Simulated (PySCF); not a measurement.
This PySCF input asks for the NMR shieldings of SMILES FC[Si@@H]1[Si@H](C)[SiH2][SiH2][SiH2]1, C2H13FSi5; the geometry comes from GFN2-xTB.

```python
import basis_set_exchange as bse
import numpy as np
from pyscf import gto, dft
from pyscf.prop import nmr

atoms = """
C    -0.681220   -2.143907    1.777137
Si   -0.349846   -0.284821    1.513293
Si   -2.083788    0.757931    0.318542
Si   -1.107731    2.096313   -1.331258
Si    1.216027    1.929509   -1.119922
Si    1.607202    0.071913    0.251458
C     1.649027   -1.418337   -0.974335
F     0.429097   -1.449310   -1.639502
H    -0.807228   -2.646183    0.822177
H    -1.586909   -2.309626    2.354236
H     0.136671   -2.630944    2.301773
H    -0.180233    0.289126    2.864104
H    -2.939747    1.557132    1.208742
H    -3.016313   -0.224302   -0.248625
H    -1.548814    3.494294   -1.210790
H    -1.548479    1.719761   -2.679636
H     1.927079    1.855629   -2.402981
H     1.782148    3.125036   -0.476861
H     2.922685   -0.046260    0.907786
H     2.415525   -1.335879   -1.747190
H     1.755927   -2.390133   -0.488620
"""
names = dict.fromkeys(["C", "Si", "F", "H"], "pcSseg-1")
basis = {el: gto.basis.parse(bse.get_basis(n, elements=[el], fmt="nwchem")) for el, n in names.items()}
mol = gto.M(atom=atoms, basis=basis, charge=0, verbose=0)
mf = dft.RKS(mol, xc="PBE0")
mf.grids.level = 2
mf.grids.alignment = dft.numint.BLKSIZE   # the property module wants whole blocks of grid points
mf.conv_tol = 1e-9
mf.kernel()

calc = nmr.RKS(mf)   # GIAO
C = mf.mo_coeff
Co = C[:, mf.mo_occ > 0]
resp = mf.gen_response(singlet=True, hermi=2)
def vind(x):   # induced exchange potential for any number of trial vectors
    d = np.einsum("pi,xij,qj->xpq", C, 2 * x.reshape(-1, C.shape[1], Co.shape[1]), Co, optimize=True)
    return np.einsum("xpq,pi,qj->xij", resp(d - d.transpose(0, 2, 1)), C, Co, optimize=True).ravel()
mo1, _ = nmr.rhf.solve_mo1(calc, with_cphf=vind)
sigma = calc.kernel(mo1)
for i, s in enumerate(sigma):   # ppm
    print("%2d %-2s %9.2f" % (i, mol.atom_pure_symbol(i), np.trace(s) / 3))
```

Q: What does it print?

A: 
```
 0 C     195.15
 1 Si    425.14
 2 Si    466.39
 3 Si    469.36
 4 Si    466.07
 5 Si    416.49
 6 C     105.67
 7 F     454.80
 8 H      31.31
 9 H      31.12
10 H      31.22
11 H      27.53
12 H      28.11
13 H      28.29
14 H      28.12
15 H      28.09
16 H      28.07
17 H      28.23
18 H      27.65
19 H      26.56
20 H      26.55
```

These numbers come from an equivalent density-fitted implementation of the same equations, which agrees with the script to about 0.01 ppm for H and up to a few tenths of a ppm for heavy atoms, so last digits may differ.

Q: Turn these shieldings into chemical shifts. Scale: 13C (186.93 ppm) and 29Si (349.16 ppm) and 1H (31.72 ppm) vs TMS; 19F (170.95 ppm) against CFCl3 (reference shieldings calculated alike).

A: Averaging equivalent atoms: C 6: 81.3; C 0: -8.2; Si 5: -67.3; Si 1: -76.0; Si 4: -116.9; Si 2: -117.2; Si 3: -120.2; F 7: -283.9; H 20: 5.17; H 19: 5.16; H 11: 4.19; H 18: 4.06; H 16: 3.64; H 15: 3.63; H 12: 3.61; H 14: 3.59; H 17: 3.49; H 13: 3.42; H 8/9/10: 0.50 ppm. Unscaled 19F shifts against computed CFCl3 carry errors that often reach 10 to 50 ppm.

Size and cost of the density-fitted run: 236 basis functions, 2.4 min wall time on 1 thread of an Intel Xeon, shared host; peak memory 1 GiB.
